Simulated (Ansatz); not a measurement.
Total energies of MoBr₄ from Ansatz at r2SCAN-D4/def2-TZVP, gas phase (1 Eh = 27.2114 eV = 2625.5 kJ/mol). The reference geometry is relaxed at PBE-D4/def2-SVP.

Cartesian coordinates in Å:
```
Mo 0.000 0.000 0.000
Br -0.510 -2.131 0.964
Br -1.672 1.588 0.644
Br 0.040 -0.192 -2.386
Br 2.142 0.735 0.778
```

| state | geometry | energy (Eh) |
| --- | --- | --- |
| charge 0 triplet | reference | -10365.02944 |
| charge 1 doublet | reference | -10364.71949 |
| free Mo atom (septet) | – | -68.15316 |
| free Br atom (doublet) | – | -2574.09258 |

In the def2 sets Mo takes a core potential; there is no spin–orbit coupling.

Task: Work out the vertical ionisation energy to the doublet.

Result: E(charge 1 doublet) − E(charge 0 triplet) = -10364.71949 − (-10365.02944) = 0.30995 Eh = 8.43 eV. For comparison, −ε of the highest occupied level of the spin that leaves is 6.07 eV at this level, 2.36 eV less.

Task: What is the binding energy per atom against free atoms?

Result: Atoms: 1 × (-68.15316) + 4 × (-2574.09258) = -10364.52348 Eh. Binding: -10364.52348 − (-10365.02944) = 0.50596 Eh = 13.77 eV, or 2.75 eV for each of 5 atoms (no zero-point energy, no counterpoise term).

 The singlet lies 1.21 eV above the triplet at this level but is left out (at the level of its geometry, an occupied level 0.61 eV above an empty one).
